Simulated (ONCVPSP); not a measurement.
**Cutoff test, Mn (Z = 25), ONCV**

ONCVPSP 4.0.1 input, shortened (lines: element, Z, core and valence counts, functional; n l f; lmax; l rc ep ncon nbas qcut; lloc lpopt rc5 dvloc0; l nproj debl; icmod fcfact rcfact), LDA (Perdew-Zunger), scalar-relativistic:

```
  Mn 25.00    3    4        3      upf
    1    0    2.00
    2    0    2.00
    2    1    6.00
    3    0    2.00
    3    1    6.00
    3    2    5.50
    4    0    1.50
    2
    0    1.20    0.00    5    9   13.20
    1    1.15    0.00    4    7   10.20
    2    1.15    0.00    3    8   16.10
    2    5    1.15    0.00
    0    2    0.30
    1    2    1.70
    2    0    1.90
    3    3.00    1.55
```

In the p channel the program set the typed energies aside and used -1.920, 0.250 Ha.

Q: For each optimised wave give the share of its norm inside rc, the residual kinetic energy above qcut (Ha) and the cutoffs (Ha) for errors of 10, 1, 0.1 and 0.01 mHa per electron.

A:

```json
{"wave": "3s", "norm inside rc": "0.864", "residual KE": "1.1e-07", "10 mHa": "43.4", "1 mHa": "55.9", "0.1 mHa": "65.8", "0.01 mHa": "74.0"}
{"wave": "4s", "norm inside rc": "0.029", "residual KE": "1.2e-08", "10 mHa": "28.3", "1 mHa": "43.9", "0.1 mHa": "56.6", "0.01 mHa": "66.7"}
{"wave": "3p", "norm inside rc": "0.778", "residual KE": "1.6e-06", "10 mHa": "23.1", "1 mHa": "29.5", "0.1 mHa": "34.7", "0.01 mHa": "39.0"}
{"wave": "p projector 2", "norm inside rc": "0.054", "residual KE": "1.4e-06", "10 mHa": "17.9", "1 mHa": "25.0", "0.1 mHa": "30.9", "0.01 mHa": "35.8"}
{"wave": "3d", "norm inside rc": "0.540", "residual KE": "6.2e-07", "10 mHa": "63.3", "1 mHa": "79.2", "0.1 mHa": "92.3", "0.01 mHa": "103.3"}
```

The occupied waves need 79 Ha and 92 Ha for 1 and 0.1 mHa. Note: ghosts flagged at negative energy: s at -205.2 eV; GHOST(+) flagged for p at 198.5 eV. A true bound ghost makes a file unfit for plane-wave use.
